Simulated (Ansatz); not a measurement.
`B[O][GaH2]` + `BNC` → `BN(B)C` + `[OH][GaH2]` at 700 K and 1 bar (ligand exchange at a B–O bond).

Gas-phase electronic energies from Ansatz, PBE0-D4/def2-TZVP geometries. CCSD(T)/CBS adds triple-zeta CCSD(T) − MP2 to the extrapolated MP2 energy (def2 sets, frozen cores). This one scheme is used for every species. For Ga outer-core shells are correlated without core-valence functions, which leaves a few kJ/mol of doubt a bond. Scalar relativity is left out up to krypton.

| species | CCSD(T)/CBS energy (Eh) | H − E (kJ/mol) | S (J/(mol·K)) |
| --- | --- | --- | --- |
| `B[O][GaH2]` | -2026.35181 | 156.8 | 397.0 |
| `BNC` | -121.18426 | 253.9 | 346.7 |
| `BN(B)C` | -146.59307 | 298.9 | 409.8 |
| `[OH][GaH2]` | -2000.92981 | 111.5 | 322.8 |

H − E and S are ideal-gas, rigid-rotor, harmonic terms from PBE0-D4/def2-TZVP. 1 Eh = 2625.50 kJ/mol, R = 8.31446 J/(mol·K).

Task: By hand: ΔE, ΔH, ΔS and ΔG.

Result: ΔE = (-146.59307) + (-2000.92981) − (-2026.35181) − (-121.18426) = 0.01319 Eh = 34.6 kJ/mol. Δ(H − E) = 298.9 + 111.5 − 156.8 − 253.9 = -0.3, so ΔH = 34.3 kJ/mol. ΔS = 409.8 + 322.8 − 397.0 − 346.7 = -11.1 J/(mol·K). ΔG = 34.3 − 700 × (-11.1)/1000 = 42.1 kJ/mol.

Task: By hand: the equilibrium constant, and the temperature at which ΔG would vanish if ΔH and ΔS stayed fixed.

Result: log₁₀ K = −ΔG/(RT ln 10) = -3.1. ΔH and −TΔS have one sign here, so there is no such temperature.

The number of gas molecules stays the same, so ΔS is small and ΔH decides. A doubt of 5 kJ/mol in ΔE shifts log₁₀ K by 0.4 here. Modes under 60 cm⁻¹, often nearly free rotors, make the harmonic entropy too high. These are equilibria of isolated gas molecules and say nothing of rates. Largest T1 diagnostic: 0.016 (customary marks: 0.02 for closed shells, 0.045 for open ones).
